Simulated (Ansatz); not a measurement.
Reaction (ligand exchange at the Al–N bond): `C=[N][AlH][SH]` + `[SiH3]S` → `[SiH3][S][AlH][SH]` + `C=N`

Calculated with Ansatz (gas phase, PBE0-D4/def2-TZVP geometries, no zero-point term in ΔE). CCSD(T)/CBS adds triple-zeta CCSD(T) − MP2 to the extrapolated MP2 energy (def2 sets, frozen cores). This one scheme is used for every species. Each species was taken in one conformer, which may not be the lowest.

```tsv
species	CCSD(T)/CBS(def2) energy (Eh)
`C=[N][AlH][SH]`	-734.98690
`[SiH3]S`	-689.27336
`[SiH3][S][AlH][SH]`	-1329.75661
`C=N`	-94.52360
```

Q: Work out ΔE.

A: ΔE = (-1329.75661) + (-94.52360) − (-734.98690) − (-689.27336) = -0.01995 Eh = -12.5 kcal/mol.

Largest T1 diagnostic among the species: 0.013.

From BLYP to BHLYP (50 % exact exchange), in def2-TZVPP and without D4, ΔE moves by −1.4 kcal/mol. The D4 term adds −2.0 kcal/mol with B3LYP and −1.1 kcal/mol with PBE0; it sums over pairs of atoms, weighted by their polarisabilities, and B3LYP, whose exchange is more repulsive, gets the larger term. In def2-TZVPP, CCSD(T) changes the Hartree–Fock value by −3.2 kcal/mol (the triples alone add −0.8 kcal/mol) and MP2 by −3.5 kcal/mol.

B3LYP here is the variant with VWN-RPA as its local correlation; programs differ in this.
